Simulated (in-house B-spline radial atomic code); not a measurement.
Computed with a B-spline radial atomic code. Model: two electrons, singlet ground state, non-relativistic, full CI in B-splines with partial waves to l = 8 (at full coupling up to 3e-4 hartree above the limit, correlation up to 0.6 % small), density held at that of full coupling by Lieb maximisation.

W(λ) is the mean repulsion in the state of coupling λ less the Hartree energy of the fixed density. Its start is exact exchange, its initial slope is twice the second-order Görling-Levy correlation energy, and its area from 0 to 1 is E_xc. A straight curve means weak, dynamic correlation, and a curve that drops fast and flattens means strong correlation.

Command:
```bash
python run_ac.py task.json out
```
Settings (lengths in bohr, energies in hartree):
```
potential              harmonic
strength               0.0246
lmax                   8
```

Run time, properties included: 27 s on 1 thread of Intel(R) Xeon(R) Processor @ 2.30GHz, with other jobs on the host.

**W = mean repulsion less Hartree energy, and W of three functionals.**

Given: confinement harmonic well; well frequency 0.0246 hartree; external potential omega^2 r^2/2.

Computed: LDA exchange minus exact 12.71 millihartree; PBE exchange minus exact 3.471 millihartree.

```json
{"coupling": "0", "W xc (hartree)": "-0.093284", "W xc minus exchange (millihartree)": "0", "kinetic minus Kohn-Sham (millihartree)": "0", "LDA (PW92) W minus its exchange (millihartree)": "0", "PBE W minus its exchange (millihartree)": "0", "SCAN W minus its exchange (millihartree)": "0"}
{"coupling": "0.02", "W xc (hartree)": "-0.095393", "W xc minus exchange (millihartree)": "-2.109", "kinetic minus Kohn-Sham (millihartree)": "0.02", "LDA (PW92) W minus its exchange (millihartree)": "-6.61", "PBE W minus its exchange (millihartree)": "-3.33", "SCAN W minus its exchange (millihartree)": "-1.79"}
{"coupling": "0.05", "W xc (hartree)": "-0.09817", "W xc minus exchange (millihartree)": "-4.886", "kinetic minus Kohn-Sham (millihartree)": "0.12", "LDA (PW92) W minus its exchange (millihartree)": "-11.99", "PBE W minus its exchange (millihartree)": "-6.9", "SCAN W minus its exchange (millihartree)": "-4.14"}
{"coupling": "0.12", "W xc (hartree)": "?", "W xc minus exchange (millihartree)": "?", "kinetic minus Kohn-Sham (millihartree)": "?", "LDA (PW92) W minus its exchange (millihartree)": "?", "PBE W minus its exchange (millihartree)": "?", "SCAN W minus its exchange (millihartree)": "?"}
{"coupling": "0.25", "W xc (hartree)": "-0.10924", "W xc minus exchange (millihartree)": "-15.959", "kinetic minus Kohn-Sham (millihartree)": "1.61", "LDA (PW92) W minus its exchange (millihartree)": "-28.17", "PBE W minus its exchange (millihartree)": "-19.71", "SCAN W minus its exchange (millihartree)": "-14.31"}
{"coupling": "0.4", "W xc (hartree)": "-0.11333", "W xc minus exchange (millihartree)": "-20.049", "kinetic minus Kohn-Sham (millihartree)": "2.92", "LDA (PW92) W minus its exchange (millihartree)": "-34.03", "PBE W minus its exchange (millihartree)": "-24.8", "SCAN W minus its exchange (millihartree)": "-18.73"}
{"coupling": "0.6", "W xc (hartree)": "?", "W xc minus exchange (millihartree)": "?", "kinetic minus Kohn-Sham (millihartree)": "?", "LDA (PW92) W minus its exchange (millihartree)": "?", "PBE W minus its exchange (millihartree)": "?", "SCAN W minus its exchange (millihartree)": "?"}
{"coupling": "0.8", "W xc (hartree)": "-0.1187", "W xc minus exchange (millihartree)": "-25.415", "kinetic minus Kohn-Sham (millihartree)": "5.98", "LDA (PW92) W minus its exchange (millihartree)": "-42.55", "PBE W minus its exchange (millihartree)": "-32.48", "SCAN W minus its exchange (millihartree)": "-25.18"}
{"coupling": "1", "W xc (hartree)": "-0.12017", "W xc minus exchange (millihartree)": "-26.886", "kinetic minus Kohn-Sham (millihartree)": "7.29", "LDA (PW92) W minus its exchange (millihartree)": "-45.13", "PBE W minus its exchange (millihartree)": "-34.85", "SCAN W minus its exchange (millihartree)": "-27.02"}
{"coupling": "1.4", "W xc (hartree)": "-0.12215", "W xc minus exchange (millihartree)": "-28.868", "kinetic minus Kohn-Sham (millihartree)": "9.64", "LDA (PW92) W minus its exchange (millihartree)": "-48.82", "PBE W minus its exchange (millihartree)": "-38.27", "SCAN W minus its exchange (millihartree)": "-29.43"}
{"coupling": "2", "W xc (hartree)": "-0.12398", "W xc minus exchange (millihartree)": "-30.693", "kinetic minus Kohn-Sham (millihartree)": "12.7", "LDA (PW92) W minus its exchange (millihartree)": "-52.43", "PBE W minus its exchange (millihartree)": "-41.63", "SCAN W minus its exchange (millihartree)": "-31.48"}
{"coupling": "3", "W xc (hartree)": "-0.12576", "W xc minus exchange (millihartree)": "-32.472", "kinetic minus Kohn-Sham (millihartree)": "17.06", "LDA (PW92) W minus its exchange (millihartree)": "-56.11", "PBE W minus its exchange (millihartree)": "-45.09", "SCAN W minus its exchange (millihartree)": "-33.19"}
{"coupling": "4.5", "W xc (hartree)": "-0.12726", "W xc minus exchange (millihartree)": "-33.98", "kinetic minus Kohn-Sham (millihartree)": "22.61", "LDA (PW92) W minus its exchange (millihartree)": "-59.36", "PBE W minus its exchange (millihartree)": "-48.16", "SCAN W minus its exchange (millihartree)": "-34.39"}
```

Problem. What belongs in the row 0.12?

Solution. W xc (hartree): -0.10323; W xc minus exchange (millihartree): -9.944; kinetic minus Kohn-Sham (millihartree): 0.54; LDA (PW92) W minus its exchange (millihartree): -19.78; PBE W minus its exchange (millihartree): -12.77; SCAN W minus its exchange (millihartree): -8.55.

Problem. What belongs in the row 0.6?

Solution. W xc (hartree): -0.11661; W xc minus exchange (millihartree): -23.327; kinetic minus Kohn-Sham (millihartree): 4.53; LDA (PW92) W minus its exchange (millihartree): -39.08; PBE W minus its exchange (millihartree): -29.32; SCAN W minus its exchange (millihartree): -22.6.

Problem. What is the SCAN exchange minus exact?

Solution. -0.60166 millihartree.

**Energy parts, natural occupations and partial-wave weights.**

Computed: total energy 0.1599 hartree; correlation energy -0.019593 hartree; kinetic part of the DFT correlation energy 0.0072922 hartree; kinetic part over minus potential part 0.27123; Hartree energy 0.18657 hartree; Kohn-Sham kinetic 0.02285 hartree.

| natural | occupation of the shell (electrons) |
| --- | --- |
| s | 1.5864 |
| p | ? |
| s | 0.015715 |
| d | 0.0010352 |
| p | 1.0836e-05 |
| d | 6.5048e-06 |

Problem. What belongs in the row p?

Solution. occupation of the shell (electrons): 0.39686.

| wave | weight |
| --- | --- |
| s | 0.80103 |
| p | ? |
| d | 0.00052116 |
| f | 2.4278e-06 |
| g | 1.0765e-06 |

Problem. What belongs in the row p?

Solution. weight: 0.19844.

Problem. What is the exchange energy?

Solution. -0.093284 hartree.

Problem. What is the Lieb Oxford ratio E_xc over LDA exchange?

Solution. 1.4009.

Half-way to full coupling W has made 81 % of its drop, against 50 % for a straight line, and second-order (GL2) theory, half the initial slope, overshoots the correlation energy by about 182 %: correlation is strong. Over couplings 0 to 1 the errors in E_xc come to about -1.3 millihartree for LDA, -1.7 millihartree for PBE, +0.2 millihartree for SCAN, so SCAN is nearest. In LDA and PBE and SCAN the errors of exchange and correlation have opposite signs, so the sum is smaller than the larger of the two.
